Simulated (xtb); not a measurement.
xtb input:

```bash
xtb mol.xyz --gfn 1 --sp --chrg 0 --uhf 0
```
mol.xyz:
```
5

O     -1.93430569    -0.60455420    -0.16607310
Al    -0.33499085    -0.10531576    -0.02908813
Cl     1.23868944    -1.26118524    -0.76756138
Cl     0.05713057     1.71016184     0.90213181
H     -2.19961368    -1.42706349    -0.58096687
```

Question: Predict the final energy.

Answer: -15.24036 Eh (GFN1-xTB).
